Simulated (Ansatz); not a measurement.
`[CH3][Ge]([SH])([Cl])[Cl]` → `[Cl][Ge][Cl]` + CH₃SH at 298.15 K and 1 bar (germylene formation by 1,1-elimination).

Calculated with Ansatz (gas phase, PBE0-D4/def2-TZVP geometries, no zero-point term in ΔE). CBS: MP2 limit from def2 TZ/QZ plus the TZ coupled-cluster correction, frozen cores. This one scheme is used for every species. For Ge outer-core shells are correlated without core-valence functions, which leaves a few kJ/mol of doubt a bond. Scalar relativity is left out up to krypton. Each species was taken in one conformer, which may not be the lowest.

```
                    species  CCSD(T)/CBS energy (Eh)  H − E (kJ/mol)  S (J/(mol·K))
`[CH3][Ge]([SH])([Cl])[Cl]`              -3434.03428           154.2          392.9
             `[Cl][Ge][Cl]`              -2995.74627            18.9          295.4
                      CH₃SH               -438.22835           133.0          253.2
```

H − E and S are ideal-gas, rigid-rotor, harmonic terms from PBE0-D4/def2-TZVP, for one conformer and one mirror image of each species. 1 Eh = 2625.50 kJ/mol, R = 8.31446 J/(mol·K).

Q: By hand: ΔE, ΔH, ΔS and ΔG.

A: ΔE = (-2995.74627) + (-438.22835) − (-3434.03428) = 0.05966 Eh = 156.6 kJ/mol. Δ(H − E) = 18.9 + 133.0 − 154.2 = -2.3, so ΔH = 154.3 kJ/mol. ΔS = 295.4 + 253.2 − 392.9 = 155.7 J/(mol·K). ΔG = 154.3 − 298.15 × (155.7)/1000 = 107.9 kJ/mol.

Q: By hand: the equilibrium constant, and the temperature at which ΔG would vanish if ΔH and ΔS stayed fixed.

A: log₁₀ K = −ΔG/(RT ln 10) = -18.9. ΔG = 0 at ΔH/ΔS = 991 K.

The number of gas molecules changes by +1, which sets the sign of ΔS. A doubt of 5 kJ/mol in ΔE shifts log₁₀ K by 0.9 here. Other conformers and mirror images would add mixing entropy, several J/(mol·K) or more a flexible species. These are equilibria of isolated gas molecules and say nothing of rates. Largest T1 diagnostic: 0.013 (customary marks: 0.02 for closed shells, 0.045 for open ones).
